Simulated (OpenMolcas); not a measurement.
Os6+: CASPT2 settings compared

* Program: OpenMolcas
* Basis: ANO-RCC-VQZP [9s8p6d4f3g2h]
* Scalar Hamiltonian: X2C, point nucleus
* Active space: 2 electrons in 5 orbitals (5d)
* State averaging: 2S+1 = 3 even, 10 roots; 2S+1 = 1 even, 15 roots
* Spin-orbit coupling: RASSI with atomic mean-field integrals over the reference wave functions, term energies averaged over their components

Methods on the same reference wave functions:
A. CASSCF
B. SS-CASPT2, IPEA 0.5 Eh, sigma2 regulariser 0.05 Eh (closed shells correlated: 5s 5p)
C. SS-CASPT2, IPEA 0.6 Eh, no level shift (closed shells correlated: 4f 5s 5p)
D. SS-CASPT2, IPEA 0.75 Eh, sigma1 regulariser 0.3 Eh (closed shells correlated: none)

Energies in cm⁻¹ above 5d² ³F₂, the measured ground level; measured values from van het Hof, Joshi, Wyart and Sugar, J. Res. Natl. Inst. Stand. Technol. 100, 687 (1995).

```
         Level      A      B      C      D  Measured
       5d² ³F₂    0.0    0.0    0.0    0.0       0.0
       5d² ³F₃   9749  10080  10080  10020     10308
       5d² ³F₄  17753  17750  17730  17850          
       5d² ³P₀  18161  16640  16410  16820     15837
       5d² ³P₁  23939  22820  22590  23140     22098
       5d² ¹G₄  33145  31300  31120  32180     31274
5d² ³P₂ [56 %]  34824  33140  32990  33480     33127
       5d² ¹S₀  63843  58160  57890  57120     57710
```

Deviations, from unrounded energies. A percentage is the sum of absolute deviations over the sum of measured energies, with the sign that they share, or ± where signs differ.

```csv
Against measurement,Levels,A,B,C,D
mean absolute deviation (cm-1),6,2400,370,290,700
fine structure of the ground term (%),1,-5.4,-2.2,-2.2,-2.8
other terms of the ground configuration (%),5,+8.7,+1.3,±1.0,±2.4
```

C lies closest to measurement on these levels and A furthest from it. The largest miss of C in the table is 5d² ³P₀, by +570 cm-1. The ranking rests on the paired levels alone, and a cruder setting can come out closer through cancelling errors.

Among B to D the level of the table that moves most is 5d² ¹G₄, by 1100 cm-1 (lowest in C, highest in D). Moves below CASPT2's spread within the term are not significant.

The mean deviations of B to D differ by less than CASPT2's widest spread within a term (430 cm-1), so their order carries little weight.

From A to B the spin-free energies of the other terms of 5d² shown, above ³F, scale by factors of 0.87 to 0.90, as is usual when dynamic correlation screens the repulsion within a d or f shell.

The lowest spin-free term lies below A's lowest term by 0.245 hartree in B, 1.136 hartree in C, 0.005 hartree in D.

CASPT2 does not keep the components of a term degenerate, so their means are used; among the terms shown or strongly mixed into the levels shown the widest spread is 430 cm-1 (5d² ¹G, B). Without dynamic correlation excited terms often stand tens of per cent too high (terms of higher spin than the ground term too low), and those without a measured partner can miss by more than the paired ones (holds for A). Measured partners are found by configuration, term and J. A level has none where our copy of the source lacks it or the pairing is in doubt (some pairs that miss far off the trend of their configuration count as doubtful), and it then counts in no deviation. Levels of configurations outside the active space are missing. Levels that lie high or do not pair safely by name in every column are left out.

A share in square brackets marks a mixed level and gives the weight of the term that names it, the lowest over the columns.
